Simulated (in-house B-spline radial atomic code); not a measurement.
Radial electron density of Sn II (Sn+), [Kr] 4d10 5s2 5p1. Computed with a radial B-spline atomic code at the basis-set limit: non-relativistic LDA exchange-only, spin-polarised, spherical fractional occupations, point nucleus.

Columns: r (bohr), 4πr²n(r) (electrons per bohr), bar.

```
 0.00146    2.032 #
 0.00182    3.046 ##
 0.00225    4.459 ##
  0.0028    6.536 ####
 0.00347    9.388 #####
 0.00431    13.32 #######
 0.00535     18.5 ##########
 0.00664    25.07 ##############
 0.00825    32.98 ##################
  0.0102    41.57 #######################
  0.0127    50.41 ###########################
  0.0158    57.77 ###############################
  0.0196    62.04 ##################################
  0.0243    62.33 ##################################
  0.0302     59.2 ################################
  0.0374    55.53 ##############################
  0.0465    55.52 ##############################
  0.0577    62.08 ##################################
  0.0716    73.02 ########################################
  0.0889    80.72 ############################################
    0.11    77.93 ##########################################
   0.137    66.17 ####################################
    0.17    57.73 ###############################
   0.211    60.81 #################################
   0.262    66.85 ####################################
   0.325    59.72 #################################
   0.404    39.15 #####################
   0.501    22.95 #############
   0.622    20.73 ###########
   0.772    23.48 #############
   0.958    20.56 ###########
    1.19    13.08 #######
    1.48     6.74 ####
    1.83    3.534 ##
    2.28    2.067 #
    2.82    1.231 #
    3.51   0.5946 
    4.35   0.2154 
     5.4  0.05333 
    6.71 0.008436 
    8.32 0.0008074 
    10.3 4.192e-05
```

On this grid the curve has 4 maxima, near 0.0243, 0.0889, 0.262, 0.772 bohr.

The 5p up radial function P(r) = rR(r), positive near the nucleus:

```csv
r (bohr),P
0.00225,0.0007868
0.00347,0.001815
0.00535,0.004115
0.00825,0.009096
0.0127,0.01926
0.0196,0.03846
0.0302,0.06932
0.0465,0.1058
0.0716,0.1188
0.11,0.05609
0.17,-0.09425
0.262,-0.1786
0.404,0.004248
0.622,0.2695
0.958,0.1403
1.48,-0.3365
2.28,-0.64
3.51,-0.5148
5.4,-0.1944
8.32,-0.0272
```
